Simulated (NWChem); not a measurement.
Species: SiBrClF$_{2}$; SMILES F[Si](F)(Cl)Br

```xyz
5

F     -1.3097    -0.7726     1.2880
Si    -0.3955    -0.5241     0.0000
F     -1.3097    -0.7726    -1.2880
Cl     1.1221    -1.8604     0.0000
Br     0.3174     1.5304     0.0000
```
Atoms are numbered in this order, from 1.

Computed with NWChem. Geometry: optimised at PBE0/def2-SVP. Level: M05-2X/def2-SVP with SMD (1 M gas to 1 M solution), gas-phase geometry. Reactions with the solvent are ignored.

**Question.** Order these by “cavity-dispersion-structure term (kcal/mol)”, lowest first: dichloromethane; water; dimethyl sulfoxide.

**Answer.** dichloromethane (-2.4), dimethyl sulfoxide (-0.9), water (1.6)
